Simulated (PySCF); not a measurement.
Compound: C7H9NS.
SMILES with atom numbers: `[N:1]#[C:2][CH2:3][C@@H:4]1[CH2:5][CH2:6][C:7](=[S:8])[CH2:9]1` (hydrogens: H10, H11 on C3; H12 on C4; H13, H14 on C5; H15, H16 on C6; H17, H18 on C9)

Computed with PySCF at PBE0/def2-SVPD, non-relativistic, on one gas-phase PBE0-D3(BJ)/def2-SVP geometry that isn't relaxed in the solvent. The solvent is an IEF-PCM continuum (van der Waals radii × 1.2), and excitations are vertical TDDFT with non-equilibrium linear response and a frozen core. Only the electrostatic response of the medium enters.

Gas-phase singlets (H = HOMO, L = LUMO):

```tsv
state	E (eV)	λ (nm)	f	leading configurations
S1	2.495	497	0.000	H→L 100%
S2	5.550	223	0.261	H-1→L 94%
S3	5.706	217	0.024	H→L+1 88%
S4	6.267	198	0.030	H→L+2 44%, H→L+3 37%
S5	6.324	196	0.003	H-5→L 29%, H-3→L 27%
```

**Question.** What are the lowest 5 singlets in acetone (ε = 20.49)?

**Answer.** 
| state | E (eV) | λ (nm) | f | leading configurations | change by rank (eV) |
| --- | --- | --- | --- | --- | --- |
| S1 | 2.691 | 461 | 0.000 | H→L 100% | +0.196 |
| S2 | 5.414 | 229 | 0.335 | H-1→L 95% | -0.136 |
| S3 | 6.073 | 204 | 0.003 | H-2→L 62%, H→L+1 16% | +0.367 |
| S4 | 6.108 | 203 | 0.099 | H→L+1 37%, H-2→L 28% | -0.159 |
| S5 | 6.301 | 197 | 0.005 | H-5→L 43%, H-3→L 35% | -0.023 |

**Question.** The ground-state energy changes by -0.452 eV from gas to acetone. By how much does the total energy of gas-phase S1 change?

**Answer.** E(S1) = E(S0) + excitation energy, so it changes by -0.452 + 0.196 = -0.256 eV: it is lowered less than the ground state, which is what a blue shift means. This is the vertical state, with the slow part of the continuum still set for S0.

**Question.** How do the frontier levels move from gas to acetone?

**Answer.** 
```
orbital  gas (eV)  solvent (eV)  change (eV)
 LUMO+2      0.54          0.70        +0.16
 LUMO+1      0.04          0.47        +0.43
   LUMO     -2.32         -2.14        +0.18
   HOMO     -6.57         -6.59        -0.02
 HOMO-1     -8.32         -8.18        +0.14
 HOMO-2     -9.55         -9.30        +0.25
 HOMO-3     -9.59         -9.43        +0.16
```

The HOMO–LUMO gap goes from 4.25 to 4.45 eV. Rows go by rank; for HOMO-3, HOMO-2 and LUMO+1 the atom shares or the degeneracy differ between the runs, so the row needn't follow one orbital.

Rough CPU time on one thread of a shared machine: about 2.2 min. This is the whole response run at PBE0/def2-SVPD in acetone, SCF included.
